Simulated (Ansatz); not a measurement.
Consider the redistribution: `[CH3][Sn][Cl]` + `[CH3][Ge]([OH])([F])[Cl]` → `[OH][Sn][Cl]` + `[CH3][Ge]([CH3])([F])[Cl]`.

Gas-phase electronic energies from Ansatz, PBE0-D4/def2-TZVP geometries. CCSD(T)/CBS adds triple-zeta CCSD(T) − MP2 to the extrapolated MP2 energy (def2 sets, frozen cores). Functionals use def2-TZVPP. B3LYP here is the variant with VWN-RPA as its local correlation; programs differ in this. def2 core potentials past Kr. For Ge, Sn outer-core shells are correlated without core-valence functions, which leaves a few kJ/mol of doubt a bond. Scalar relativity is left out up to krypton. Each species was taken in one conformer, which may not be the lowest.

`[CH3][Sn][Cl]`:

Cartesian coordinates in Å:
```
C 0.292 -0.492 -0.396
Sn -1.461 0.004 0.796
Cl -0.641 2.158 1.396
H 1.186 -0.410 0.228
H 0.390 0.236 -1.206
H 0.234 -1.497 -0.818
```

`[CH3][Ge]([OH])([F])[Cl]`:

```xyz
9

C     0.886    0.134   -1.026
Ge   -0.379    0.175    0.411
O    -0.943   -1.441    0.787
F    -1.762    1.124   -0.019
Cl    0.360    1.108    2.190
H     1.767   -0.428   -0.718
H     1.174    1.153   -1.284
H     0.427   -0.349   -1.889
H    -1.529   -1.477    1.548
```

`[OH][Sn][Cl]`:

Z-matrix (Å, degrees):
```
O
Sn 1 1.974
H 1 0.961 2 114.9
Cl 2 2.361 1 94.3 3 -180.0
```

`[CH3][Ge]([CH3])([F])[Cl]`:

Cartesian coordinates in Å:
```
C -1.544 -0.029 0.733
Ge 0.322 -0.344 0.357
C 1.143 0.526 -1.157
F 1.212 0.151 1.768
Cl 0.654 -2.466 0.206
H -2.159 -0.385 -0.095
H -1.822 -0.565 1.640
H -1.717 1.038 0.879
H 0.668 0.198 -2.082
H 2.202 0.267 -1.188
H 1.040 1.608 -1.062
```

```
             level  ΔE (kJ/mol)
            PBE-D4        -53.1
          B3LYP-D4        -49.4
           ωB97X-V        -46.9
               PBE        -53.3
              PBE0        -46.2
             B3LYP        -50.0
     HF/def2-TZVPP        -31.6
CCSD(T)/def2-TZVPP        -42.1
```

What does CCSD(T)/CBS give? (Estimate.)

The calculation gave: -49.4 kJ/mol. The listed levels differ from it by -3.7, 0.0, 2.5, -3.9, 3.2, -0.6, 17.8, 7.3 kJ/mol.

Largest T1 diagnostic among the species: 0.017.

From PBE to PBE0 (25 % exact exchange), in def2-TZVPP and without D4, ΔE moves by +7.2 kJ/mol. In def2-TZVPP, CCSD(T) changes the Hartree–Fock value by −10.5 kJ/mol (the triples alone add −2.1 kJ/mol) and MP2 by −13.6 kJ/mol.
